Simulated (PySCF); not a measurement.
I₂Sb (SMILES [I][Sb][I]), doublet, at a GFN2-xTB geometry (the spin is typed, not shown lowest) (core potentials on I, Sb). Base run: PBE/def2-SV(P) (PySCF).

Here is a job for PySCF.
```python
from pyscf import gto, scf, dft

mol = gto.Mole()
mol.atom = '''
    Sb    1.05305002    0.53019418    0.29488379
    I    -0.87992306    1.25449383   -1.52311924
    I    -0.13338922   -1.76468068    1.23936314
'''
mol.basis = 'def2-sv(p)'
mol.ecp = {'I': 'def2-sv(p)', 'Sb': 'def2-sv(p)'}
mol.spin = 1
mol.verbose = 4
mol.build()

mf = dft.UKS(mol)
mf.xc = 'pbe'
mf.kernel()
```

Variants of this job, named by their change:

```json
[
 {"change": "base", "ΔE vs base (mEh)": "0.000", "fitting functions": "-", "dipole (D)": "1.74", "outcome": "converged"},
 {"change": "auxbasis = even-tempered beta=2.0", "ΔE vs base (mEh)": "-0.472", "fitting functions": "676", "dipole (D)": "1.74", "outcome": "converged"},
 {"change": "auxbasis = cc-pvtz-ri", "ΔE vs base (mEh)": "-", "fitting functions": "-", "dipole (D)": "-", "outcome": "input refused"},
 {"change": "auxbasis = even-tempered beta=1.6", "ΔE vs base (mEh)": "-0.017", "fitting functions": "973", "dipole (D)": "1.74", "outcome": "converged"},
 {"change": "auxbasis = even-tempered beta=3.0", "ΔE vs base (mEh)": "-248.4", "fitting functions": "432", "dipole (D)": "1.66", "outcome": "converged"},
 {"change": "auxbasis = def2-universal-jkfit", "ΔE vs base (mEh)": "-0.023", "fitting functions": "654", "dipole (D)": "1.74", "outcome": "converged"},
 {"change": "auxbasis = cc-pvdz-jkfit", "ΔE vs base (mEh)": "-", "fitting functions": "-", "dipole (D)": "-", "outcome": "input refused"},
 {"change": "auxbasis = def2-universal-jfit", "ΔE vs base (mEh)": "-0.109", "fitting functions": "174", "dipole (D)": "1.74", "outcome": "converged"},
 {"change": "auxbasis = def2-svp-ri", "ΔE vs base (mEh)": "-", "fitting functions": "-", "dipole (D)": "-", "outcome": "input refused"},
 {"change": "auxbasis = cc-pvqz-jkfit", "ΔE vs base (mEh)": "-", "fitting functions": "-", "dipole (D)": "-", "outcome": "input refused"}
]
```

A fitting set is made for a task (jfit for Coulomb, jkfit for Coulomb and exchange, ri for correlation) and for a family of orbital bases.

Open shells are given as the SCF converged; they aren't shown to be the lowest states, and a large step between rows can be another state.

- auxbasis = cc-pvtz-ri: ended with `pyscf.lib.exceptions.BasisNotFoundError: Basis set not found for Sb in cc-pvtz-ri`
- auxbasis = cc-pvdz-jkfit: ended with `pyscf.lib.exceptions.BasisNotFoundError: Basis set not found for Sb in cc-pvdz-jkfit`
- auxbasis = def2-svp-ri: ended with `pyscf.lib.exceptions.BasisNotFoundError: Basis set not found for Sb in def2-svp-ri`
